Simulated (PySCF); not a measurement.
Mapped SMILES: `[CH3:1][CH:2]([CH3:3])[O:4][C:5]([CH3:6])([CH3:7])[CH3:8]`. Hydrogens are named by the atom that carries them.

GIAO shifts from PySCF 2.14 on PBE0-D3(BJ)/def2-SVP geometries (one conformer, non-relativistic, equivalent nuclei averaged), against TMS at the same level and in the same medium; PCM means IEF-PCM chloroform.

Measured (solution, not stated per compound (mostly CDCl3 or CCl4); Pretsch, Buehlmann, Badertscher, Structure Determination of Organic Compounds, 4th ed. (2009)): C5 73.0, C6/C7/C8 28.5, C2 63.5, C1/C3 25.2 ppm.

Q: Which unscaled values do B97-2/pcSseg-1, gas; PBE0/pcSseg-1, PCM; WP04/pcSseg-1, PCM; wB97X-D/pcSseg-1, PCM give, and how close are they?

A: 
| atoms | measured | B97-2/pcSseg-1, gas | PBE0/pcSseg-1, PCM | WP04/pcSseg-1, PCM | wB97X-D/pcSseg-1, PCM |
| --- | --- | --- | --- | --- | --- |
| C5 | 73.0 | 70.9 | 72.4 | 77.4 | 72.0 |
| C6/C7/C8 | 28.5 | 28.5 | 29.1 | 29.1 | 29.6 |
| C2 | 63.5 | 63.4 | 64.1 | 68.1 | 63.8 |
| C1/C3 | 25.2 | 26.0 | 26.4 | 26.6 | 26.8 |

Mean absolute error for 13C: B97-2/pcSseg-1, gas 0.7, PBE0/pcSseg-1, PCM 0.7, WP04/pcSseg-1, PCM 2.8, wB97X-D/pcSseg-1, PCM 1.0 ppm.
